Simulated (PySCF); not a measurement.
C₃H₁₁OSi₃ (doublet state).
Z-matrix (Å and degrees, GFN2-xTB geometry), rows numbered from 1:
```
Si
O   1  1.6118
Si  2  1.6318  1  161.17
Si  3  2.3267  2  104.55  1  -108.84
C   3  1.8288  2  110.70  1    14.55
C   5  1.4752  3  139.46  2   -63.52
C   5  1.4736  3  137.36  2  -163.85
H   1  1.4624  2  104.75  3   140.57
H   1  1.4608  2  107.35  3   -99.66
H   1  1.4624  2  108.61  3    21.08
H   3  1.4695  2  103.58  1   130.54
H   4  1.4685  3  108.98  2   178.31
H   4  1.4676  3  114.76  2   -62.18
H   4  1.4686  3  113.29  2    60.11
H   6  1.0838  5  119.50  7   108.60
H   6  1.0830  5  118.24  7  -107.53
H   7  1.0840  5  119.30  6  -108.85
H   7  1.0827  5  118.30  6   107.55
```

The hyperfine couplings belong to this conformer and change with its torsions.

As a line formula: `[SiH3]O[Si@@H]([SiH3])[C]1CC1` [radical].

Computed, not measured: UKS B3LYP, pcH-1 on C H O Si, non-relativistic, mean-field spin-orbit, GIAO in PySCF 2.14.0. The structure is a single GFN2-xTB conformer in the gas phase; no vibrational or solvent corrections. GFN2-xTB frequencies show an imaginary mode (28i cm⁻¹), so this geometry is no minimum at that level. The geometry wasn't refined by DFT: couplings that depend on bond lengths, twists or pyramidal angles can differ widely from those at the functional's own minimum. No stability test was run, so a lower SCF solution isn't excluded.

Task: The isotropic 29Si couplings are -65.6, +27.2 MHz. Assign them to Si3; Si4.

Result: 
```csv
site,a_iso (MHz),ρ(0) (bohr⁻³),position,distance from C5 (Å),spin population,largest |T| (MHz)
Si3,+27.2,-0.0307,1 bond from C5,1.83,-0.02,6.1
Si4,-65.6,+0.0739,2 bonds from C5,3.50,+0.06,14.1
```

Task: The isotropic 13C couplings, averaged over equivalent nuclei, are +180.0, -21.2 MHz. Assign them to C5; C6/C7.

Result: 
| site | a_iso (MHz) | ρ(0) (bohr⁻³) | position | distance from C5 (Å) | spin population | largest \|T\| (MHz) |
| --- | --- | --- | --- | --- | --- | --- |
| C5 | +180.0 | +0.1602 | largest spin population | 0.00 | +0.92 | 141.5 |
| C6/C7 | -21.2 | -0.0189 | 1 bond from C5 | 1.47 | -0.05 | 3.8 |

Task: Match the computed a_iso(1H) values +75.5, +71.6, +21.8, +5.3, 0.0 MHz (means over equivalent nuclei) with the sites H8/H9/H10; H11; H12/H13/H14; H15/H18; H16/H17.

Result: 
```json
{"site": "H8/H9/H10", "a_iso (MHz)": "0.0", "ρ(0) (bohr⁻³)": "0.0000", "position": "4 bonds from C5", "distance from C5 (Å)": "4.54", "bound to": "Si1", "spin population there": "0.00", "largest |T| (MHz)": "1.6"}
{"site": "H11", "a_iso (MHz)": "+21.8", "ρ(0) (bohr⁻³)": "+0.0049", "position": "β, 2 bonds from C5", "distance from C5 (Å)": "2.68", "bound to": "Si3", "spin population there": "-0.02", "largest |T| (MHz)": "5.9"}
{"site": "H12/H13/H14", "a_iso (MHz)": "+5.3", "ρ(0) (bohr⁻³)": "+0.0012", "position": "γ, 3 bonds from C5", "distance from C5 (Å)": "4.19", "bound to": "Si4", "spin population there": "+0.06", "largest |T| (MHz)": "2.2"}
{"site": "H15/H18", "a_iso (MHz)": "+75.5", "ρ(0) (bohr⁻³)": "+0.0169", "position": "β, 2 bonds from C5", "distance from C5 (Å)": "2.21", "bound to": "C6/C7", "spin population there": "-0.05", "largest |T| (MHz)": "8.0"}
{"site": "H16/H17", "a_iso (MHz)": "+71.6", "ρ(0) (bohr⁻³)": "+0.0160", "position": "β, 2 bonds from C5", "distance from C5 (Å)": "2.21", "bound to": "C6/C7", "spin population there": "-0.05", "largest |T| (MHz)": "8.1"}
```

ρ(0) is the spin density at the nucleus and T the dipolar tensor; a_iso includes a spin–orbit part; entries for several nuclei are means. The largest Mulliken spin population is on C5 (+0.92). The angles at C5 add up to 338.1°, so it is pyramidal.

β density exceeds α density at some nuclei, such as Si3 (-0.0307) and C6/C7 (-0.0189), spin density in bohr⁻³. In a single determinant that takes different orbitals for the two spins, that is spin polarisation.

Class means assume fast exchange of nuclei equivalent by connectivity; if that motion is slow, each nucleus keeps its own coupling. The three 1H nuclei of mean +5.3 MHz run from -3.5 to 20.4 MHz in the frozen geometry. The 1H value of +75.5 MHz is a mean of couplings from 65.3 to 85.7 MHz in this one geometry, not an average over conformers. The 1H value of +71.6 MHz is a mean of couplings from 63.0 to 80.1 MHz in this one geometry, not an average over conformers.
